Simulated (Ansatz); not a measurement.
A made-up structure of CH3OTe (charge +1), closed shell:

O1  (-0.652, -0.951, -0.565)
C2  (-0.346, 0.287, -0.534)
Te3  (0.849, 1.334, 0.708)
H4  (-0.614, 0.133, 0.480)
H5  (-0.831, 0.854, -1.331)
H6  (1.225, -0.022, 1.597)
(Å)

It is relaxed with PBE-D4/def2-SVP and then PBE0-D4/def2-TZVP (Ansatz 0.2.0). Atoms count as bonded within 1.22 times the sum of their covalent radii (H–H: 0.88 Å). The end point is not checked to be a true minimum.

(1) Does its bonding change? (Judge from chemistry; the calculation decides.)

Results:

(1) By the calculation: Yes. Formed: none; broken: C2–H4.

Where it ends: The first stage lowers the energy by 3.09 eV in 27 steps. It ends as CH₃OTe ([O][CH][TeH2]), total charge +1:
```json
{"atom": "O1", "x (Å)": "0.0863", "y (Å)": "-1.0970", "z (Å)": "-1.2603"}
{"atom": "C2", "x (Å)": "-0.3332", "y (Å)": "-0.0642", "z (Å)": "-0.9599"}
{"atom": "Te3", "x (Å)": "0.7729", "y (Å)": "1.1178", "z (Å)": "0.7669"}
{"atom": "H4", "x (Å)": "-0.6501", "y (Å)": "1.4645", "z (Å)": "1.5520"}
{"atom": "H5", "x (Å)": "-1.1801", "y (Å)": "0.5191", "z (Å)": "-1.3506"}
{"atom": "H6", "x (Å)": "0.9358", "y (Å)": "-0.3050", "z (Å)": "1.6061"}
```

Labels in which every atom is bracketed show which atoms are joined, not bond orders.

For scale, one of the runs: PBE0-D4/def2-TZVP relaxation, 130 basis functions, launched by `ansatz run in.yaml --threads 2 --pin off --events-out ev --progress --plain --max-ram 4352MiB`. Hardware: 2 CPU threads of an Arm Neoverse V1, shared host. Wall time about 71 s.
